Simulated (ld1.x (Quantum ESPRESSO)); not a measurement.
# Which change was made? (Pb, TM semilocal)

lead (Pb), norm-conserving Troullier–Martins (semilocal form), made with ld1.x (Quantum ESPRESSO) 7.5 (PBEsol, scalar-relativistic). Core [Xe] 4f14, reference 5d10 6s2 6p2. Waves: 6s (bound): rc 1.55 bohr; 5d (bound): rc 1.95 bohr; 6p (bound): rc 2.45 bohr. Local part: the p channel. Core correction: none.

Cutoffs, loose and tight: the cutoffs (Ry, on a coarse ladder) from which the occupation-weighted sum of valence levels, in a spherical-Bessel basis at the reference potential, stays within 10 and 1 mRy of its value at 400 Ry. They do not see the model core or the augmentation charge, which bear on the density cutoff. Test errors are all-electron minus pseudo excitation energies from the reference, over the configurations 5d10 6s2 6p1; 5d10 6s2 6p0; 5d10 6s1 6p0; 5d10 6s0 6p0; 5d10 6s1 6p3; 5d10 6s2 6p1.5; 5d10 6s0 6p4; variants that change the core or the reference have their own tests.

The base gives: outcome: generated; cutoff, loose: 55 Ry; cutoff, tight: 140 Ry; bound ghosts: none; largest test error (meV): +17.

(1) After one change the result is: outcome: generated; cutoff, loose: 90 Ry; cutoff, tight: 180 Ry; bound ghosts: none; largest test error (meV): +150. Which change was it?
A. all radii scaled by about 1.07 (s 1.66, p 2.62, d 2.08 bohr)
B. all radii scaled by about 0.93 (s 1.44, p 2.30, d 1.82 bohr)
C. all radii scaled by about 1.29 (s 2.00, p 3.16, d 2.52 bohr)
D. all radii scaled by about 0.83 (s 1.28, p 2.02, d 1.62 bohr)

## Answers

(1) B. The others give: all radii scaled by about 1.29 (s 2.00, p 3.16, d 2.52 bohr) → outcome: generated; cutoff, loose: 40 Ry; cutoff, tight: 70 Ry; bound ghosts: none; largest test error (meV): -105 | all radii scaled by about 1.07 (s 1.66, p 2.62, d 2.08 bohr) → outcome: generated; cutoff, loose: 50 Ry; cutoff, tight: 90 Ry; bound ghosts: none; largest test error (meV): -16 | all radii scaled by about 0.83 (s 1.28, p 2.02, d 1.62 bohr) → outcome: generated; cutoff, loose: 140 Ry; cutoff, tight: over 300 Ry; bound ghosts: s; largest test error (meV): no test is counted, since the test run did not reproduce the reference configuration.
